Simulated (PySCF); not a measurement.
Dimer: CH2O (SMILES C=O) (first 4 atoms) with C2H3N (SMILES CC#N); geometry from B3LYP-D3(BJ)/def2-TZVP, rigid monomers moved along the line of their centres of mass till O2···H10 is 2.81 Å.
(charge 0, multiplicity 1):
```xyz
10

C     -0.4693    -0.4553     0.1650
O      0.6649    -0.0557     0.1357
H     -0.7102    -1.5294     0.2560
H     -1.3338     0.2294     0.1021
C      1.2070     0.4424     3.7221
C     -0.1577    -0.0455     3.6368
N     -1.2346    -0.4341     3.5266
H      1.2273     1.4299     4.1833
H      1.8157    -0.2394     4.3162
H      1.6206     0.5077     2.7142
```

Counterpoise-corrected where a basis set is named; no monomer relaxation. Rows marked so take none.

Rows in 3-21G, 6-31G*, STO-3G carry no dispersion term and start afresh at each structure (6-31G* with six Cartesian d functions).

Run with PySCF for 3-21G rows, 6-31G* rows, STO-3G rows. Each number belongs to the level named beside it.

**Question.** One of these levels gives -16.4 kJ/mol for the interaction energy. Name it.
A) HF/STO-3G (no counterpoise)
B) HF/3-21G (no counterpoise)
C) HF/6-31G*
D) BP86/6-31G* (no counterpoise)

**Answer.** B, HF/3-21G (no counterpoise). The others give -4.3 (HF/STO-3G (no counterpoise)), -11.7 (HF/6-31G*), -9.9 (BP86/6-31G* (no counterpoise))
